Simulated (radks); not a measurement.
Q: The mean radii <r> (bohr) of the occupied orbitals of an atom or ion are listed with their occupations. All-electron calculation, scalar-relativistic Kohn-Sham, PBE, spin-polarised, spherical densities, point nucleus. Program: a radial shooting solver on a logarithmic mesh with Libxc functionals.

| orbital | occ. | <r> |
|---|---|---|
| 1s | 2 | 0.1036 |
| 2s | 2 | 0.5183 |
| 2p | 6 | 0.4830 |
| 3s | 2 | 1.670 |

Name the element and its charge. Open shells, if any, are filled with parallel spins first.

A: Z = 15, phosphorus, charge +3: P3+ in [Ne] 3s2. The 1s radius gives Z: for a bare nucleus <r> = (2 gamma + 1)/(2Z) with gamma = sqrt(1 - (Z/c)^2), 0.0996 bohr for Z = 15, and screening makes it slightly larger (0.1036 here). The occupations add up to 12, and the charge is Z minus that.
